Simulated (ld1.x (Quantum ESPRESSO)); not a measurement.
**An all-electron radial function and its pseudo partner (samarium (Sm))**

Columns: radius, all-electron u(r) and pseudo u(r) of the 5d shell (level -1.68 eV) of samarium in the configuration [Kr] 4d10 4f6 5s2 5p6 5d0 6s2 6p0; PBE, scalar-relativistic, TM semilocal scheme, ld1.x (Quantum ESPRESSO) 7.5.

| r (bohr) | all-electron | pseudo |
| --- | --- | --- |
| 0.138 | 0.1461 | 0.0010 |
| 0.275 | -0.0079 | 0.0076 |
| 0.413 | -0.1923 | 0.0246 |
| 0.550 | -0.2211 | 0.0548 |
| 0.688 | -0.1381 | 0.0993 |
| 0.825 | -0.0113 | 0.1558 |
| 0.963 | 0.1203 | 0.2214 |
| 1.100 | 0.2369 | 0.2900 |
| 1.238 | 0.3339 | 0.3573 |
| 1.375 | 0.4093 | 0.4174 |
| 1.513 | 0.4662 | 0.4678 |
| 1.650 | 0.5065 | 0.5063 |
| 1.788 | 0.5336 | 0.5333 |
| 1.925 | 0.5499 | 0.5498 |
| 2.062 | 0.5580 | 0.5580 |
| 2.200 | 0.5597 | 0.5597 |
| 2.338 | 0.5566 | 0.5566 |
| 2.475 | 0.5501 | 0.5501 |
| 2.613 | 0.5410 | 0.5410 |
| 2.750 | 0.5301 | 0.5301 |
| 2.888 | 0.5180 | 0.5180 |
| 3.025 | 0.5051 | 0.5051 |
| 3.162 | 0.4919 | 0.4919 |
| 3.300 | 0.4782 | 0.4782 |
| 3.438 | 0.4645 | 0.4645 |
| 3.575 | 0.4508 | 0.4508 |

How many radial nodes do the two functions have?

The all-electron 5d function has n − l − 1 = 2; the pseudo-wave has 0, since the states of the same l below it are removed with the core.

Is the pseudo-wave norm-conserving?

Yes: the TM semilocal scheme keeps the norm inside the radius equal to the all-electron one, which fixes the energy derivative of the logarithmic derivative at the level.
